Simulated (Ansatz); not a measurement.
Ansatz (a first-principles code) input (CCSD(T)/aug-cc-pVDZ):

Ansatz 0.2 input:
```yaml
crystal:
  periodic: [false, false, false]
  atoms:
    - {symbol: B, position_ang: [-0.02153420, 0.35605286, 0.38346181]}
    - {symbol: N, position_ang: [-1.25110352, -0.07229965, -0.12894415]}
    - {symbol: N, position_ang: [1.25867929, -0.05296034, -0.00595836]}
    - {symbol: H, position_ang: [-1.35002767, -0.75446485, -0.86932570]}
    - {symbol: H, position_ang: [-2.12882695, 0.27572559, 0.21101838]}
    - {symbol: H, position_ang: [2.09350723, 0.30826107, 0.41792358]}
    - {symbol: H, position_ang: [1.43998802, -0.73296619, -0.73260778]}
basis:
  gaussian:
    orbitals: aug-cc-pVDZ
magnetization: {spin_polarized: true, initial_magnetization: 1}
correlation: {method: ccsd_t, electrons: outside_noble_gas}
output: {forces: true}
```

Output:

```
Functional definition: HF
integrals: 0.24 GiB planned
1022 factors; integrals over basis functions are off by at most 8.0e-4 eV
0.44 GiB of device memory are held for the factors and their scratch space
mean field: 0.33 GiB planned
mean field evaluation 1: about -3694.7716 eV, gradient 3.2e1 eV
mean field evaluation 2: about -3694.8053 eV, gradient 3.2e1 eV
mean field evaluation 4: about -3699.5245 eV, gradient 2.9e0 eV
mean field evaluation 8: about -3699.6468 eV, gradient 3.4e-1 eV
mean field evaluation 16: about -3698.3509 eV, gradient 1.6e1 eV
mean field -3699.64943261 eV, -135.9596089359 hartree, gradient 4.4e-6 eV, S^2 0.754563; 0 other end points of the search recorded, 0 dependent functions left out
3 core orbitals not correlated
reference -3699.64943261 eV, -135.9596089359 hartree; 9, 8 occupied and 93, 94 virtual orbitals, 1022 factors
densities: 6.02 GiB planned
second order -11.59898667 eV of doubles, -0.00000000 eV of singles
coupled cluster: 2.70 GiB planned
cycle   1  -11.98103371 eV  change   -3.8e-1 eV  update   7.2e-2
cycle   2  -12.25186867 eV  change   -2.7e-1 eV  update   2.2e-2
cycle   3  -12.31888260 eV  change   -6.7e-2 eV  update   1.2e-2
cycle   4  -12.31475801 eV  change    4.1e-3 eV  update   3.6e-3
cycle   5  -12.31409752 eV  change    6.6e-4 eV  update   1.4e-3
cycle   6  -12.31415210 eV  change   -5.5e-5 eV  update   5.6e-4
cycle   7  -12.31408630 eV  change    6.6e-5 eV  update   2.2e-4
cycle   8  -12.31411213 eV  change   -2.6e-5 eV  update   8.9e-5
cycle   9  -12.31412864 eV  change   -1.7e-5 eV  update   3.1e-5
cycle  10  -12.31412070 eV  change    7.9e-6 eV  update   1.1e-5
cycle  11  -12.31412746 eV  change   -6.8e-6 eV  update   4.4e-6
cycle  12  -12.31412813 eV  change   -6.7e-7 eV  update   1.8e-6
perturbative correction -0.39126016 eV, -0.0143785458 hartree
the calculation of the forces begins
0.44 GiB of device memory are held for the factors and their scratch space
Total energy: -3712.35482090 eV, -136.4265233436 hartree
Atom 0 at    -0.021534     0.356053     0.383462 Å, force    -0.032887     0.543769     0.585628 eV/Å
Atom 1 at    -1.251104    -0.072300    -0.128944 Å, force    -0.371398    -0.193297    -0.223763 eV/Å
Atom 2 at     1.258679    -0.052960    -0.005958 Å, force     0.394422    -0.187396    -0.186236 eV/Å
Atom 3 at    -1.350028    -0.754465    -0.869326 Å, force    -0.011942    -0.222193    -0.240330 eV/Å
Atom 4 at    -2.128827     0.275726     0.211018 Å, force    -0.298743     0.138223     0.137049 eV/Å
Atom 5 at     2.093507     0.308261     0.417924 Å, force     0.281752     0.142696     0.165495 eV/Å
Atom 6 at     1.439988    -0.732966    -0.732608 Å, force     0.038795    -0.221802    -0.237844 eV/Å
Dipole moment:     0.014301    -0.236458    -0.254660 e Å
```

It need not be the lowest isomer of its formula.
